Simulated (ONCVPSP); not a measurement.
# Cutoff test, beryllium, ONCV

ONCVPSP 4.0.1 input, shortened (lines: element, Z, core and valence counts, functional; n l f; lmax; l rc ep ncon nbas qcut; lloc lpopt rc5 dvloc0; l nproj debl; icmod fcfact rcfact), PBE, scalar-relativistic:

```
  Be 4.00    1    1        4      upf
    1    0    2.00
    2    0    2.00
    2
    0    1.75    0.00    4    7    3.30
    1    1.55    0.30    4    7    4.20
    2    1.45    0.13    4    8    7.30
    4    3    1.15    4.00
    0    2    1.80
    1    2    1.90
    2    1    2.60
    0    0.00    0.00
```

In the p channel the program set the typed energies aside and used 0.050, 1.950 Ha.

Task: For each optimised wave give the share of its norm inside rc, the residual kinetic energy above qcut (Ha) and the cutoffs (Ha) for errors of 10, 1, 0.1 and 0.01 mHa per electron.

Result:

```json
{"wave": "2s", "norm inside rc": "0.239", "residual KE": "1.3e-03", "10 mHa": "2.6", "1 mHa": "5.8", "0.1 mHa": "28.1", "0.01 mHa": "37.5"}
{"wave": "s projector 2", "norm inside rc": "0.128", "residual KE": "9.9e-03", "10 mHa": "5.4", "1 mHa": "9.6", "0.1 mHa": "29.6", "0.01 mHa": "53.6"}
{"wave": "p projector 1", "norm inside rc": "0.308", "residual KE": "4.7e-03", "10 mHa": "7.1", "1 mHa": "22.4", "0.1 mHa": "55.3", "0.01 mHa": "64.7"}
{"wave": "p projector 2", "norm inside rc": "0.138", "residual KE": "2.0e-02", "10 mHa": "10.4", "1 mHa": "15.7", "0.1 mHa": "34.8", "0.01 mHa": "60.1"}
{"wave": "d projector 1", "norm inside rc": "0.001", "residual KE": "3.0e-08", "10 mHa": "0.6", "1 mHa": "1.6", "0.1 mHa": "3.6", "0.01 mHa": "8.5"}
```

The occupied waves need 5.8 Ha and 28 Ha for 1 and 0.1 mHa. Rows with under 1 % of the norm inside rc give no meaningful cutoff. The cutoffs count occupied waves only; projector 1 of the p channel, the hardest unoccupied one, needs 22 Ha at the loose tolerance. 1 of 4 tests not solved or not reliable.
